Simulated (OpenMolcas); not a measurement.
## Computed transition rates of Kr⁴⁺

- Program: OpenMolcas
- Method: RASSCF
- Basis: ANO-RCC-VQZP [7s6p4d2f1g]
- Scalar Hamiltonian: DKH2, point nucleus
- Active space: 4 electrons in 9 orbitals (RAS2 4s 4p; RAS3 4d, at most 2 electrons)
- State averaging: 2S+1 = 3 even, 6 roots; 2S+1 = 1 even, 12 roots; 2S+1 = 5 odd, 1 root; 2S+1 = 3 odd, 9 roots; 2S+1 = 1 odd, 8 roots
- Spin-orbit coupling: state interaction with AMFI integrals over the reference wave functions, term energies averaged over their components

Rates come from the transition moments of the reference wave functions (E1 and E2 in the length form). At fixed line strength A goes as λ^-3 for E1 and M1 and as λ^-5 for E2, so a rate at the computed wavelength can be rescaled to the measured one. Measured vacuum wavelengths follow from level energies in Saloman, J. Phys. Chem. Ref. Data 36, 215 (2007). Branching counts decays inside the model space alone, at computed energies, and the table is only a selection of the E2 and M1 lines, drawn from those between levels with measured partners whose computed energy lies within a factor of 1.5 of the measured one.

```json
{"Upper": "4s² 4p² ¹S₀", "Lower": "4s² 4p² ³P₁", "Type": "M1", "λ computed (nm)": "261.5", "λ measured (nm)": "282", "A computed (s-1)": "7.06e+01", "A rescaled (s-1)": "", "Branching %": "91.6"}
{"Upper": "4s² 4p² ¹D₂", "Lower": "4s² 4p² ³P₂", "Type": "M1", "λ computed (nm)": "703.1", "λ measured (nm)": "824.6", "A computed (s-1)": "5.56e+00", "A rescaled (s-1)": "", "Branching %": "58.5"}
{"Upper": "4s² 4p² ¹S₀", "Lower": "4s² 4p² ¹D₂", "Type": "E2", "λ computed (nm)": "491.7", "λ measured (nm)": "513.3", "A computed (s-1)": "4.92e+00", "A rescaled (s-1)": "3.97e+00", "Branching %": "6.4"}
{"Upper": "4s² 4p² ¹D₂", "Lower": "4s² 4p² ³P₁", "Type": "M1", "λ computed (nm)": "558.6", "λ measured (nm)": "625.8", "A computed (s-1)": "3.89e+00", "A rescaled (s-1)": "", "Branching %": "41.0"}
{"Upper": "4s² 4p² ¹S₀", "Lower": "4s² 4p² ³P₂", "Type": "E2", "λ computed (nm)": "289.4", "λ measured (nm)": "316.4", "A computed (s-1)": "1.60e+00", "A rescaled (s-1)": "", "Branching %": "2.1"}
{"Upper": "4s² 4p² ³P₂", "Lower": "4s² 4p² ³P₁", "Type": "M1", "λ computed (nm)": "2718", "λ measured (nm)": "2596", "A computed (s-1)": "6.41e-01", "A rescaled (s-1)": "7.36e-01", "Branching %": "99.8"}
{"Upper": "4s² 4p² ³P₁", "Lower": "4s² 4p² ³P₀", "Type": "M1", "λ computed (nm)": "3161", "λ measured (nm)": "2672", "A computed (s-1)": "5.59e-01", "A rescaled (s-1)": "9.25e-01", "Branching %": "100.0"}
```

Spin-changing lines and M1 lines between different terms are not rescaled, since their strength hangs on the term gaps too.

The largest correction is for 4s² 4p² ³P₁ → 4s² 4p² ³P₀ (M1): 5.59e-01 × (3161 / 2672)^3 = 9.25e-01 s-1, a factor of 1.66.

No measured rate stands beside these. Rescaling mends the energy factor alone: line strengths can still be far off where a level mixes with configurations outside the active space, and weak or spin-changing lines hang on small mixing coefficients that depend on the term gaps too, so rescaling need not improve them.

Active for correlation alone: 4d; no level in the range computed is led by a configuration that fills it, so any true level of that kind is missing. Measured partners are found by configuration, term and J. A level has none where our copy of the source lacks it or the pairing is in doubt (some pairs that miss far off the trend of their configuration count as doubtful). Levels of configurations outside the active space are missing.
